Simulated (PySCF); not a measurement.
Sr²¹⁺: ionisation energy

Sr²¹⁺ [Ne] 3s2 3p5 (2P) → Sr²²⁺ [Ne] 3s2 3p4 (3P), as a difference of total energies. Computed with PySCF 2.14 in an even-tempered Gaussian basis (18 s from 2.1 bohr⁻², ratio 2.5; 12 p from 2.7 bohr⁻², ratio 2.5; 5 d from 14 bohr⁻², ratio 2.7; 4 f from 21 bohr⁻², ratio 2.7), with the spin-free X2C one-electron Hamiltonian (Gaussian nucleus). Correlated levels: outer shells: 1s2 frozen; virtual orbitals above 40 to 60 times the deepest correlated orbital energy dropped. The calculations carry no spin-orbit coupling.

```tsv
method	ionisation energy (eV)
UHF	985.96
LDA	988.04
PBE	988.00
PBE0	987.98
r2SCAN	988.19
M06	988.14
PBEsol	987.72
MP2 (outer shells)	986.98
SCS-MP2 (outer shells)	986.91
```

Q: How much does correlation contribute at MP2 (outer shells)?

A: 986.98 − (985.96) = 1.02 eV, measured against UHF.

Spin-orbit coupling is strong in these open shells (close to jj coupling). The scalar numbers leave it out and a first-order estimate fails, so it can dominate the gap to the real levels.

Breit and QED terms and the two-electron picture change are absent.

For comparison: 982.1 ± 1.1 eV (semi-empirical (NIST evaluation); NIST Atomic Spectra Database, ionization energies).
